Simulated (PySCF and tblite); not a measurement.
Values are calculated unless marked as measured or tabulated.
C6H8O2, numbered as in [CH:1]#[C:2][CH:3]1[CH2:4][O:5][CH2:6][O:7][CH2:8]1.

The ensemble was built from 60 distance-geometry starts (ETKDG and KDG, MMFF94s, GFN2-xTB) and rests on GFN2-xTB geometries. Free energies are CAM-B3LYP-D3(BJ)/pcSseg-1 (IEF-PCM, benzene) single points with GFN2-xTB rigid-rotor and vibrational terms (modes under about 100 cm⁻¹ blended into free rotors). Symmetry numbers and mirror images are counted. Conformers within 3 kcal/mol (GFN2-xTB free energy) were kept, 8 at most. Couplings: B3LYP/6-31G* with pcJ-1 on H (gas phase; spin-dipole term only for pairs with B, N, F, Si or P). Couplings are for ¹H. H–H couplings come out 0.1 to 0.9 Hz lower than with pcJ-1 on all atoms. Of two unlike H on one atom, a is the less shielded (CAM-B3LYP/pcSseg-1 (IEF-PCM, benzene)). Programs: PySCF with density fitting and tblite.

The 6-ring runs over atoms 3–4–5–6–7–8.

```tsv
conformer	shape	weight %
1	6-ring chair (all substituents equatorial)	94.1
2	6-ring chair (C2 axial)	5.9
```

Give the couplings in each conformer and the averages at 298.15 K (pairs that fast motion interchanges averaged).


| coupling | pairs | 1 | 2 | average (Hz) |
| --- | --- | --- | --- | --- |
| ³J(H3,H4a) | 2 | 4.9 | 3.4 | 4.8 |
| ³J(H3,H4b) | 2 | 10.5 | 1.4 | 10.0 |
| ²J(H4a,H4b) | 2 | -11.8 | -11.4 | -11.8 |
| ²J(H6b,H6a) | 1 | -7.7 | -7.7 | -7.7 |


Conformer gaps in pcSseg-1 on xTB geometries can be 2 kcal/mol off for S=O, P=O and other polar bonds.